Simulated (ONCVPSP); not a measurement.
## rhodium (Rh): excitation energies, all-electron against ONCV

ONCVPSP 4.0.1 input, shortened (lines: element, Z, core and valence counts, functional; n l f; lmax; l rc ep ncon nbas qcut; lloc lpopt rc5 dvloc0; l nproj debl; icmod fcfact rcfact), PBE, scalar-relativistic:

```
  Rh 45.00    6    4        4      upf
    1    0    2.00
    2    0    2.00
    2    1    6.00
    3    0    2.00
    3    1    6.00
    3    2   10.00
    4    0    2.00
    4    1    6.00
    4    2    8.00
    5    0    1.00
    2
    0    1.55    0.00    5    9    6.00
    1    1.30    0.00    3    8    9.40
    2    1.55    0.00    5   10    9.90
    4    2    0.85    4.00
    0    2    3.50
    1    1    1.30
    2    2    2.60
    0    0.00    0.00
```

Energies are relative to the spin-unpolarised reference configuration 4s2 4p6 4d8 5s1; without spin polarisation the order of configurations can differ from experiment.

```
valence configuration  charge  ΔE all-electron (eV)  error AE − PS (meV)
      4s2 4p6 4d8 5s0      +1                 7.461                 -1.5
      4s2 4p6 4d7 5s0      +2                26.971                 -2.1
```

(1) What are ΔE and the potential's error for 4s2 4p6 4d8 5s0 5p1?

(2) What are ΔE and the potential's error for 4s2 4p6 4d6 5s0?

Levels in the configuration 4s2 4p6 4d8 5s0:

```
level  all-electron (eV)  pseudo (eV)
   4s            -90.186      -90.195
   4p            -58.145      -58.152
   4d            -13.583      -13.583
```

Results:

(1) ΔE = 3.604 eV all-electron; the error (AE − PS) is +27 meV.

(2) ΔE = 59.476 eV all-electron; the error (AE − PS) is -2.2 meV.
